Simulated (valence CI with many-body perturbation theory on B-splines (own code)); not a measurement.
## Hyperfine factors and g values of Sm⁴⁷⁺

Computed by valence CI with perturbative core correlation (CI+MBPT): five valence electrons over a frozen Dirac-Fock core [Ne], a basis of 9 s, 9 p, 8 d, 6 f, 3 g, 1 h functions for each j, with the one-electron correlation potential Σ1, the two-electron term Σ2, the three-electron term Σ3, Breit, model QED; selected CI, second order for the rest (own B-spline code, finite nucleus).

The last digits are not significant, and no measured levels were compared; by estimate large intervals hold to a few tenths of a per cent, small ones and those within an open d or f shell to about a per cent. Among the levels kept, up to 620 cm⁻¹ of a level comes from second order outside the variational space, and about a tenth of that is noise between levels of different J, which matters for small intervals.

A/g_I is the dipole constant over the nuclear g factor μ/I (μ in nuclear magnetons, uniformly magnetised nucleus), B/Q the quadrupole constant per barn. Both hold the static response of the core; the bare values leave it out. Large factors of s and p1/2 electrons are usually good to 5 to 10 %; those of open d and f shells near neutrality can be off by tens of per cent, and small factors of p3/2, d and f electrons come from cancelling terms and can be off by a factor of two or in sign, in half-filled shells by more. B is blank for J = 1/2, where it vanishes, and for nearly pure S terms. Energies count from the lowest level.

Levels are named by their leading jj configuration (3d3/2^4 stands for four electrons in 3d with j = 3/2), which in mixed levels can hold well under half, so a name can repeat and another be missing. Letters in brackets count levels of one name in rising energy.

```csv
Level,E (× 10³ cm⁻¹),g,A/g_I (MHz),A/g_I bare,B/Q (MHz/b),B/Q bare
(3s^2 3p1/2^2 3p3/2) J=3/2,0.00,1.366,110000,110000,204000,201000
(3s^2 3p1/2 3p3/2^2) J=3/2,1147.9,1.449,-24300,-21300,27100,26700
(3s^2 3p1/2 3p3/2^2) J=5/2,1226.1,1.191,255000,251000,-617,-603
(3s^2 3p1/2 3p3/2^2) J=1/2,1323.8,0.654,816000,798000,,
(3s^2 3p1/2^2 3d3/2) J=3/2,1471.9,0.779,57400,59000,28900,30300
(3s^2 3p1/2^2 3d5/2) J=5/2,1822.1,1.219,49100,50400,14500,16400
(3s 3p1/2^2 3p3/2^2) J=5/2,2223.3,1.452,529000,520000,77400,76300
(3s 3p1/2^2 3p3/2^2) J=3/2,2414.1,1.150,-269000,-259000,-37500,-36800
(3s 3p1/2^2 3p3/2^2) J=1/2,2414.4,2.123,2200000,2150000,,
(3s^2 3p3/2^3) J=3/2,2483.5,1.295,117000,117000,-230000,-227000
(3s^2 3p1/2 3p3/2 3d3/2) J=5/2 [a],2609.0,0.956,192000,190000,-28200,-26900
(3s^2 3p1/2 3p3/2 3d3/2) J=3/2 [a],2624.6,0.915,185000,183000,-133000,-131000
(3s^2 3p1/2 3p3/2 3d3/2) J=1/2 [a],2626.9,0.207,299000,295000,,
(3s^2 3p1/2 3p3/2 3d3/2) J=7/2,2687.3,1.045,187000,186000,205000,203000
(3s^2 3p1/2 3p3/2 3d3/2) J=5/2 [b],2875.0,1.200,43400,45300,188000,185000
(3s^2 3p1/2 3p3/2 3d5/2) J=7/2 [a],2895.5,1.305,-25800,-22800,235000,233000
(3s^2 3p1/2 3p3/2 3d3/2) J=3/2 [b],2928.4,1.263,-1100,2130,8350,7400
(3s^2 3p1/2 3p3/2 3d3/2) J=1/2 [b],2930.8,1.673,559000,547000,,
(3s^2 3p1/2 3p3/2 3d5/2) J=3/2 [a],2947.5,1.355,-64400,-60200,-83400,-81600
(3s^2 3p1/2 3p3/2 3d5/2) J=9/2,2979.4,1.193,140000,139000,213000,212000
(3s^2 3p1/2 3p3/2 3d5/2) J=5/2 [a],2981.1,1.145,201000,199000,-151000,-148000
(3s^2 3p1/2 3p3/2 3d5/2) J=7/2 [b],3134.8,1.107,159000,158000,26100,27300
(3s^2 3p1/2 3p3/2 3d5/2) J=5/2 [b],3144.2,1.238,-17100,-14500,41500,42200
(3s^2 3p1/2 3p3/2 3d5/2) J=3/2 [b],3188.7,0.932,230000,226000,30100,30100
(3s^2 3p1/2 3p3/2 3d5/2) J=1/2,3209.0,1.264,-252000,-243000,,
(3s 3p1/2 3p3/2^3) J=3/2 [a],3471.1,1.428,378000,372000,-194000,-191000
(3s 3p1/2 3p3/2^3) J=5/2,3573.2,1.281,629000,616000,-253000,-249000
(3s 3p1/2^2 3p3/2 3d3/2) J=5/2 [a],3650.5,1.290,421000,414000,59800,58500
(3s 3p1/2^2 3p3/2 3d3/2) J=3/2 [a],3665.0,1.309,280000,277000,-2740,-3680
(3s 3p1/2^2 3p3/2 3d3/2) J=1/2 [a],3674.9,2.515,1300000,1280000,,
(3s 3p1/2 3p3/2^3) J=1/2,3706.4,1.341,-571000,-554000,,
(3s 3p1/2^2 3p3/2 3d3/2) J=7/2,3707.3,1.300,404000,398000,187000,185000
(3s 3p1/2 3p3/2^3) J=3/2 [b],3719.6,1.140,235000,232000,-9180,-9010
(3s 3p1/2^2 3p3/2 3d3/2) J=3/2 [b],3825.8,0.993,153000,152000,-117000,-115000
(3s 3p1/2^2 3p3/2 3d3/2) J=5/2 [b],3923.1,0.873,-92200,-87400,132000,131000
(3s 3p1/2^2 3p3/2 3d5/2) J=9/2,3942.0,1.373,325000,320000,204000,203000
(3s 3p1/2^2 3p3/2 3d3/2) J=1/2 [b],3948.7,0.566,375000,367000,,
(3s 3p1/2^2 3p3/2 3d5/2) J=5/2 [a],4043.6,1.392,469000,460000,-110000,-108000
(3s^2 3p3/2^2 3d3/2) J=5/2,4043.9,1.182,155000,155000,-31600,-31600
(3s^2 3p3/2^2 3d3/2) J=7/2,4051.1,1.127,91300,91900,46500,47200
```

Task: Take the isotope of mass number 149, with I = 7/2, μ = -0.6677 μN and Q = 0.075 b. What is the hyperfine structure of (3s^2 3p1/2^2 3d5/2) J=5/2?

Result: From the table A = -9370 MHz, B = 1080 MHz. Shifts from the centre of gravity in MHz: F = 1: 106000, F = 2: 86900, F = 3: 58500, F = 4: 20800, F = 5: -26100, F = 6: -81700.
